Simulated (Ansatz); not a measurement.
Reaction (ligand exchange at the In–C bond): `[InH2][CH]1C[SiH2]1` + HI → `[InH2][I]` + `C1C[SiH2]1`

Calculated with Ansatz (gas phase, PBE0-D4/def2-TZVP geometries, no zero-point term in ΔE). CBS: MP2 limit from def2 TZ/QZ plus the TZ coupled-cluster correction, frozen cores. DFT in def2-TZVPP. B3LYP here is the variant with VWN-RPA as its local correlation; programs differ in this. def2 core potentials past Kr. For I, In outer-core shells are correlated without core-valence functions, which leaves a few kJ/mol of doubt a bond.

| level | ΔE (kJ/mol) | difference from CCSD(T)/CBS |
| --- | --- | --- |
| PBE-D4 | -155.0 | 2.2 |
| r2SCAN-D4 | -163.0 | -5.8 |
| PBE0-D4 | -162.2 | -5.0 |
| B3LYP-D4 | -162.3 | -5.1 |
| ωB97X-V | -161.5 | -4.3 |
| ωB97M-V | -159.8 | -2.6 |
| B2PLYP | -162.9 | -5.7 |
| PBE | -159.2 | -2.0 |
| r2SCAN | -164.2 | -7.0 |
| PBE0 | -166.0 | -8.8 |
| B3LYP | -169.2 | -12.0 |
| HF/def2-TZVPP | -192.5 | -35.3 |
| MP2/def2-TZVPP | -149.9 | 7.3 |
| SCS-MP2/def2-TZVPP | -152.6 | 4.6 |
| CCSD/def2-TZVPP | -153.8 | 3.4 |
| CCSD(T)/def2-TZVPP | -148.7 | 8.5 |
| HF/def2-QZVPP | -192.1 | -34.9 |
| MP2/def2-QZVPP | -154.6 | 2.6 |
| SCS-MP2/def2-QZVPP | -157.3 | -0.1 |
| HF/CBS(def2) | -192.0 | -34.8 |
| MP2/CBS(def2) | -158.4 | -1.2 |
| CCSD/CBS(def2) | -162.4 | -5.2 |
| CCSD(T)/CBS | -157.2 | 0 |

Largest T1 diagnostic among the species: 0.013.

From PBE to PBE0 (25 % exact exchange), in def2-TZVPP and without D4, ΔE moves by −6.7 kJ/mol. In def2-TZVPP, CCSD(T) changes the Hartree–Fock value by +43.8 kJ/mol (the triples alone add +5.1 kJ/mol) and MP2 by +42.6 kJ/mol. The D4 term adds +6.9 kJ/mol with B3LYP and +3.8 kJ/mol with PBE0; it sums over pairs of atoms, weighted by their polarisabilities, and B3LYP, whose exchange is more repulsive, gets the larger term.
